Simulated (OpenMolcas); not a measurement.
Au3+ with 6 ligands (fluoride) in trigonal prismatic coordination (D3h), a polar angle of 55.5° against the regular 49.1°. A charge of +0.5 e stands 3.2 Å behind each ligand. Ligand basis ANO-RCC-VDZP.

| Item | Value |
| --- | --- |
| Program | OpenMolcas 26.06 |
| Method | SS-CASPT2, IPEA 0.25 Eh, imaginary shift 0.1 Eh (the 30 lowest orbitals frozen, all others correlated) |
| Basis | ANO-RCC-VDZP [7s6p4d2f] |
| Scalar Hamiltonian | DKH2, point nucleus |
| Active space | 8 electrons in 5 orbitals (5d) |
| State averaging | 2S+1 = 3 even, 10 roots; 2S+1 = 1 even, 15 roots |
| Spin-orbit coupling | RASSI with atomic mean-field integrals over the reference wave functions |

All ligands move together. At R = 2.05 Å the first state of the same spin is 9630 cm-1, and at R = 2.21 Å it is 6800 cm-1.

Q: A third run gives 7560 cm-1. What distance was it run at?

A: With a power law R^-n the two known points give n = -ln(6800 / 9630) / ln(2.21 / 2.05) = 4.63. Then R = 2.05 × (9630 / 7560)^(1/4.63) = 2.160 Å. The run was at 2.16 Å, so the estimate is off by 0 Å.

Roots that are degenerate in the reference are averaged as groups; the widest CASPT2 spread within a group is 240 cm-1 (the 2-fold group of multiplicity 1 near 27600 cm-1 above the lowest state of its run, R = 2.16). Shifts and gaps below about the spread of the groups concerned are not significant. Over all roots computed the reference weight is 0.67 to 0.70 in R = 2.05, 0.66 to 0.70 in R = 2.16, 0.65 to 0.69 in R = 2.21; a low but even weight reflects the number of correlated electrons. Real 4d8 and 5d8 ions are as a rule square planar and diamagnetic. Ligand-to-metal charge-transfer states are missing. With no ligand orbital active B as a rule stays too high, so bands that hang on it stand too high and its fall with covalency is understated. The least metal-like active orbital is 78 % on the metal (Löwdin) and no ligand orbital is active, so the numbers are rough (holds for R = 2.05). The least metal-like active orbital is 80 % on the metal (Löwdin) and no ligand orbital is active, so the numbers are rough (holds for R = 2.16; R = 2.21). No measured value stands beside these numbers; the geometry is a model, was not optimised and need not be the one that this ion takes.
